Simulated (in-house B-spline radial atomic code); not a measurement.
Configurations of Sr5+, with energies counted from [Ar] 3d10 4s2 4p3. Level of theory: scalar-relativistic (X2C) LDA VWN5, spin-polarised, spherical fractional occupations, Fermi nucleus of rms radius 4.224 fm; calculated with a radial B-spline atomic code at the basis-set limit. Shells without spins written out take the highest spin.

Occupations are held fixed; configurations that lie above the ionisation limit could autoionise.

| configuration | E - E(ref) (eV) | highest orbital | its <r> (bohr) |
| --- | --- | --- | --- |
| [Ar] 3d10 4s2 4p(1 up, 2 down) | 2.4352 | 4p up | 1.398 |
| [Ar] 3d10 4s2 4p(1 up, 1 down) 5p(1 up, 0 down) | 48.995 | 5p up | 2.879 |
| [Ar] 3d10 4s2 4p2 4f1 | 54.04 | 4f up | 2.411 |
| [Ar] 3d9 4s2 4p3 4d1 | 149.12 | 4d up | 1.634 |
| [Ar] 3d(4 up, 5 down) 4s2 4p(0 up, 3 down) 5s(0 up, 1 down) | 161.73 | 5s down | 2.545 |
| [Ar] 3d(5 up, 4 down) 4s2 4p(3 up, 0 down) 5d(1 up, 0 down) | 179.04 | 5d up | 3.394 |
| [Ne] 3s2 3p5 3d10 4s2 4p3 5p1 | 296.01 | 5p up | 2.802 |

(1) Order these further configurations by energy, lowest first.
A. [Ar] 3d10 4s(0 up, 1 down) 4p(2 up, 1 down) 4f(1 up, 0 down)
B. [Ar] 3d10 4s2 4p2 4d1
C. [Ne] 3s2 3p5 3d10 4s2 4p3 5f1
D. [Ar] 3d9 4s2 4p3 5f1
E. [Ar] 3d9 4s2 4p3 4f1

(2) How far above the reference does [Ar] 3d10 4s1 4p3 5s1 lie?

(3) How far above the reference does [Ne] 3s2 3p5 3d10 4s2 4p3 4f1 lie?

## Answers

(1) B (29.712 eV), A (76.431 eV), E (175.32 eV), D (188.63 eV), C (315.96 eV).

(2) 56.559 eV; its least bound orbital is 5s up with <r> = 2.581 bohr.

(3) 302.65 eV; its least bound orbital is 4f up with <r> = 2.302 bohr.
